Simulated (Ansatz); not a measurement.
A nudged elastic band was laid between two geometries of C₂H₆AlO (10 atoms, charge 1, multiplicity 1).

Computed with RKS r2SCANh-D4/def2-SVP (Ansatz 0.2.0).

* movable images: 5
* climbing image: yes
* spring: 5.0 eV/Å²
* optimiser: quadratic models (default)
* start path: IDPP
* force threshold: 0.05 eV/Å
* iteration limit: 60
* end points: relaxed

First end point:

```xyz
10
Properties=species:S:1:pos:R:3
C -1.844 -0.014 -0.584
Al 0.063 -0.078 -0.655
C 1.178 0.095 1.133
O 2.439 0.055 1.090
H -2.252 -0.806 0.065
H -2.298 -0.132 -1.579
H -2.199 0.944 -0.169
H 1.274 -0.227 -1.657
H 0.847 0.223 2.180
H 2.792 -0.059 0.177
```

Last end point:

```xyz
10
Properties=species:S:1:pos:R:3
C -1.705 0.097 -0.706
Al 0.198 0.253 -0.935
C 1.250 0.099 0.846
O 1.622 -1.044 1.251
H -1.984 -0.802 -0.135
H -2.211 0.051 -1.682
H -2.115 0.964 -0.161
H 1.260 0.500 -2.064
H 1.551 0.942 1.501
H 2.134 -1.060 2.087
```

Q: Which bonds break or form, and what moves?

A: No bond is made or broken. The dihedral H9–C3–O4–H10 goes from -180 to 0°.

Q: Give the energies along the band, and the barrier.

A: It converged. The highest image is number 4 of 0 to 6, 1.02 eV above the first end and 1.07 eV above the last; the last end lies 0.05 eV below the first. A vibrational analysis at the climbing image gives one clearly imaginary mode, 1196i cm⁻¹: a first-order saddle point.

```
image  path coordinate (Å)  energy (eV)  dihedral H9–C3–O4–H10 (°)
    0                 0.00         0.00                       -180
    1                 0.86         0.02                       -179
    2                 1.72         0.03                       -179
    3                 2.58         0.02                       -179
    4                 3.44         1.02                        -95
    5                 3.91         0.14                        -11
    6                 4.39        -0.05                          0
```

Q: What is the geometry of the highest image?

A: 
```xyz
10
Properties=species:S:1:pos:R:3:forces:R:3
C -1.787 -0.145 -0.466 0.00 0.00 0.00
Al 0.033 0.328 -0.878 0.00 0.00 0.01
C 1.288 0.381 0.771 0.00 0.00 0.01
O 1.940 -0.617 1.182 0.01 0.01 -0.03
H -1.856 -1.050 0.156 0.00 0.00 0.00
H -2.362 -0.318 -1.388 0.00 0.00 0.00
H -2.287 0.665 0.090 0.00 0.00 0.00
H 0.910 0.714 -2.124 0.00 0.00 0.00
H 1.432 1.270 1.429 0.00 0.00 0.00
H 2.690 -1.227 1.228 -0.01 0.00 0.02
```

Q: What are the harmonic wavenumbers there?

A: 1196i, 42, 71, 121, 197, 255, 380, 456, 494, 658, 678, 732, 846, 1215, 1411, 1415, 1437, 1593, 2004, 2996, 3051, 3153, 3171, 3863 cm⁻¹.

The band took 29 iterations and of the order of 5 core-minutes.

Run time: 2.6 min on 2 threads of AMD EPYC 9R45 96-Core Processor (Zen 5), with other jobs on the host, peak memory 0.21 GiB.
